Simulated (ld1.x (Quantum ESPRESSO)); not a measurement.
**u(r) = r·R(r): atom against pseudo-atom (Hg (Z = 80))**

Columns: radius, all-electron u(r) and pseudo u(r) of the 6s shell (level -7.67 eV) of mercury in the configuration [Kr] 4d10 4f14 5s2 5p6 5d10 6s1.5 6p0.5; PBE, scalar-relativistic, TM semilocal scheme, ld1.x (Quantum ESPRESSO) 7.5.

```tsv
r (bohr)	all-electron	pseudo
0.093	0.0660	-0.0168
0.185	0.0513	-0.0336
0.278	-0.1906	-0.0508
0.370	-0.1677	-0.0683
0.463	0.0169	-0.0866
0.555	0.1983	-0.1056
0.648	0.3064	-0.1261
0.740	0.3286	-0.1481
0.833	0.2827	-0.1727
0.925	0.1927	-0.2003
1.018	0.0781	-0.2324
1.110	-0.0432	-0.2692
1.203	-0.1628	-0.3121
1.295	-0.2719	-0.3605
1.388	-0.3694	-0.4145
1.480	-0.4519	-0.4706
1.573	-0.5210	-0.5265
1.665	-0.5760	-0.5769
1.758	-0.6192	-0.6193
1.850	-0.6511	-0.6511
1.943	-0.6736	-0.6736
2.035	-0.6875	-0.6875
2.128	-0.6944	-0.6944
2.220	-0.6951	-0.6951
2.313	-0.6907	-0.6907
2.405	-0.6823	-0.6823
```

Question: How many radial nodes do the two functions have?

Answer: The all-electron 6s function has n − l − 1 = 5 (the table is too coarse to show those close to the nucleus); the pseudo-wave has 0, since the states of the same l below it are removed with the core.

Question: At about which radius was the pseudo-wave matched?

Answer: 1.85 bohr, where the columns begin to agree (steps of 0.09 bohr).

Question: Where does each function peak?

Answer: Outermost all-electron maximum near 2.22 bohr, pseudo maximum near 2.22 bohr (to the table’s step).

Question: Is the pseudo-wave norm-conserving?

Answer: Yes: the TM semilocal scheme keeps the norm inside the radius equal to the all-electron one, which fixes the energy derivative of the logarithmic derivative at the level.
